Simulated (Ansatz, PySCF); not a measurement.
Stretching the O3–H4 bond in GaH3O2 (SMILES [OH][GaH][OH]) (multiplicity 1 held, fragments rigid). Energies count from the point at 0.963 Å.
Geometry at that point (charge 0, multiplicity 1):
```tsv
atom	x (Å)	y (Å)	z (Å)
Ga	-0.2440	-0.1775	-0.1512
H	-1.3542	-1.0163	-0.8271
O	0.0204	1.5378	-0.5766
H	0.7423	1.9403	-0.0819
O	0.9023	-0.7560	1.1056
H	0.7953	-1.6758	1.3651
```

R- and RO- levels are restricted; in cc, def2 and unpolarised 6-31G sets they are followed outwards from rest. Active spaces are followed from a long bond inwards. Curves can end on different states.

Correlated levels freeze the cores. Filled d and f shells under p-block atoms count as core. Rows in LANL2DZ carry no dispersion term and start afresh at each structure. LANL2DZ brings its own core potentials from Na on.

Codes used: Ansatz (a program for electronic structure) with Gaussian orbitals; PySCF for LANL2DZ rows. Values without a source in brackets are computed.

What is the computed energy at R = 3.082 Å (R-B3LYP/LANL2DZ)?

161.4 kcal/mol

What is the computed energy at R = 3.082 Å (R-SCS-MP2/cc-pVTZ)?

134.3 kcal/mol

What is the computed energy at R = 3.082 Å (FIC-MRCISD+Q on CASSCF(4,3)/cc-pVTZ)?

121.9 kcal/mol

Doubts at one or more of the structures used: a restricted determinant that unrestricted orbitals would lower (R-SCS-MP2/cc-pVTZ); active orbitals that take no part (FIC-MRCISD+Q on CASSCF(4,3)/cc-pVTZ).
